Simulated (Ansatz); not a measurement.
Cs5⁺. Total charge 1; singlet. Geometry r2SCAN/def2-TZVP, basis def2-TZVP, Ansatz.

```xyz
5

Cs    5.8783   -0.9520   -0.9399
Cs    3.0470    2.4904    1.5768
Cs    0.1481   -1.2614   -0.8791
Cs   -3.5537    1.8505    1.3959
Cs   -5.5197   -2.1274   -1.1537
```

```
run  HOMO (eV)  LUMO (eV)
  A      -4.28      -3.74
  B      -4.44      -3.96
  C      -4.41      -3.63
  D      -4.61      -4.13
  E      -4.68      -3.55
```

In the def2 sets Cs takes a core potential; there is no spin–orbit coupling. Another isomer (triplet) lies 0.03 eV lower at r2SCAN/def2-TZVP; other spin states weren't run for this one.

The runs used LDA (SPW92), PBE, PBE0, r2SCAN, r2SCANh. Estimate which is which.

A r2SCAN (0 % exact exchange); B PBE (0 % exact exchange); C r2SCANh (10 % exact exchange); D LDA (SPW92) (0 % exact exchange); E PBE0 (25 % exact exchange). Exact exchange lowers occupied and raises empty levels; among semilocal functionals meta-GGAs tend to open the gap a little, and such runs are hard to tell apart. The gap grows from 0.48 eV (LDA (SPW92)) to 1.13 eV (PBE0). The restricted singlet is unstable towards broken spin symmetry in Hartree–Fock (as tested in another run); at r2SCAN/def2-TZVP, PBE/def2-TZVP, r2SCANh/def2-TZVP, LDA (SPW92)/def2-TZVP and others this wasn't settled.
